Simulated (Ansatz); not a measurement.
## Group exchange: C3H10BN + C2H3F3 → C2H8BN + C3H5F3

Species: C3H10BN `CBN(C)C`, singlet; C2H3F3 (1,1,1-trifluoroethane) `CC(F)(F)F`, singlet; C2H8BN `CBNC`, singlet; C3H5F3 (1,1,1-trifluoropropane) `CCC(F)(F)F`, singlet. The partners trade CH3 for H: N–CH3 and C–H bonds give way to N–H and C–CH3.

Shapes, held fixed at every level: PBE0-D4/def2-TZVP. Flexible molecules stand in one conformer, not always the lowest. Programs: Ansatz 0.2.0. The zero-point and thermal change to 298 K, harmonic and unscaled (PBE0-D4/def2-TZVP), is +2.0 kJ/mol.

| level | kind | ΔH(298 K) (kJ/mol) | less CCSD(T)/CBS estimate |
| --- | --- | --- | --- |
| HF/def2-TZVPP | Hartree–Fock | -31.0 | -6.2 |
| SPW92/def2-TZVPP | LDA | -19.2 | +5.6 |
| PBE-D4/def2-TZVPP | GGA | -22.1 | +2.7 |
| B3LYP-D4/def2-TZVPP | global hybrid | -22.5 | +2.3 |
| wB97X-V/def2-TZVPP | range-separated hybrid | -25.5 | -0.7 |
| B2PLYP/def2-TZVPP | double hybrid | -24.9 | -0.1 |
| CCSD/def2-SVP | coupled cluster or CI | -25.7 | -0.9 |
| CCSD(T)/CBS estimate | coupled cluster or CI | -24.8 | 0.0 |

The highest level, CCSD(T)/CBS estimate, gives ΔH(298 K) = -24.8 kJ/mol; the levels span -31.0 to -19.2. The column of differences is taken from that level and isn't an error. No measured value is set beside it here. The CBS estimate extrapolates MP2 from def2-TZVPP and def2-QZVPP and adds CCSD(T) − MP2 in the triple-zeta set, cores frozen.
